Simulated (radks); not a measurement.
Results of a calculation; reference values are marked as such.
Question: The mean radii <r> (bohr) of the occupied orbitals of an atom or ion are listed with their occupations. Level of theory: scalar-relativistic Kohn-Sham, exchange-only LDA, spin-polarised, spherical densities, point nucleus (a radial shooting solver on a logarithmic mesh with Libxc functionals).

| orbital | occ. | <r> |
|---|---|---|
| 1s up | 1 | 0.02509 |
| 1s down | 1 | 0.02509 |
| 2s up | 1 | 0.1075 |
| 2s down | 1 | 0.1075 |
| 2p up | 3 | 0.09422 |
| 2p down | 3 | 0.09421 |
| 3s up | 1 | 0.2839 |
| 3s down | 1 | 0.2838 |
| 3p up | 3 | 0.2814 |
| 3p down | 3 | 0.2813 |
| 3d up | 5 | 0.2572 |
| 3d down | 5 | 0.2571 |
| 4s up | 1 | 0.6150 |
| 4s down | 1 | 0.6149 |
| 4p up | 3 | 0.6373 |
| 4p down | 3 | 0.6374 |
| 4d up | 2 | 0.6611 |

Name the element and its charge. Open shells, if any, are filled with parallel spins first.

Answer: Z = 57, lanthanum, charge +19: La19+ in [Kr] 4d2. The 1s radius gives Z: for a bare nucleus <r> = (2 gamma + 1)/(2Z) with gamma = sqrt(1 - (Z/c)^2), 0.02473 bohr for Z = 57, and screening makes it slightly larger (0.02509 here). The occupations add up to 38, and the charge is Z minus that.
